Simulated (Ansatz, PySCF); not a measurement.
Ansatz (a quantum-chemistry and plane-wave program) was given this input:
Ansatz 0.2 input:
```yaml
crystal:
  periodic: [false, false, false]
  atoms:
    - {symbol: Si, position_ang: [-0.53553481, 1.95659748, -0.18433632]}
    - {symbol: P, position_ang: [-0.18297106, -0.03455366, 0.70585406]}
    - {symbol: Si, position_ang: [1.95119675, -0.44171437, 0.23864680]}
    - {symbol: Si, position_ang: [-1.28042654, -1.37952794, -0.68048368]}
    - {symbol: H, position_ang: [-1.97115061, 2.23838223, -0.07004645]}
    - {symbol: H, position_ang: [0.19729997, 2.93848098, 0.62251224]}
    - {symbol: H, position_ang: [2.24448884, -1.78709677, 0.72598334]}
    - {symbol: H, position_ang: [2.72504487, 0.56655955, 0.95728692]}
    - {symbol: H, position_ang: [2.22169908, -0.35381557, -1.19799027]}
    - {symbol: H, position_ang: [-2.68284589, -0.97943007, -0.60603474]}
    - {symbol: H, position_ang: [-0.79563989, -1.25598825, -2.05686705]}
    - {symbol: H, position_ang: [-1.08762608, -2.74375946, -0.19623004]}
basis:
  gaussian:
    orbitals: STO-3G
magnetization: {spin_polarized: true, initial_magnetization: 1}
correlation: {method: ccsd_t, electrons: outside_noble_gas}
accuracy: high
```

Q: Give the equivalent PySCF input.

A: One answer among several that fit: 
```python
from pyscf import gto, scf, cc

mol = gto.Mole()
mol.atom = '''
    Si   -0.53553481    1.95659748   -0.18433632
    P    -0.18297106   -0.03455366    0.70585406
    Si    1.95119675   -0.44171437    0.23864680
    Si   -1.28042654   -1.37952794   -0.68048368
    H    -1.97115061    2.23838223   -0.07004645
    H     0.19729997    2.93848098    0.62251224
    H     2.24448884   -1.78709677    0.72598334
    H     2.72504487    0.56655955    0.95728692
    H     2.22169908   -0.35381557   -1.19799027
    H    -2.68284589   -0.97943007   -0.60603474
    H    -0.79563989   -1.25598825   -2.05686705
    H    -1.08762608   -2.74375946   -0.19623004
'''
mol.basis = 'sto-3g'
mol.spin = 1
mol.verbose = 4
mol.build()

mf = scf.UHF(mol)
mf.kernel()

mycc = cc.CCSD(mf, frozen=20)
mycc.kernel()
et = mycc.ccsd_t()
print('E(CCSD(T)) = %.10f' % (mycc.e_tot + et))
```

Both were run: Ansatz gave -1198.571603 Eh and PySCF -1198.571603 Eh, 0.000 mEh apart.
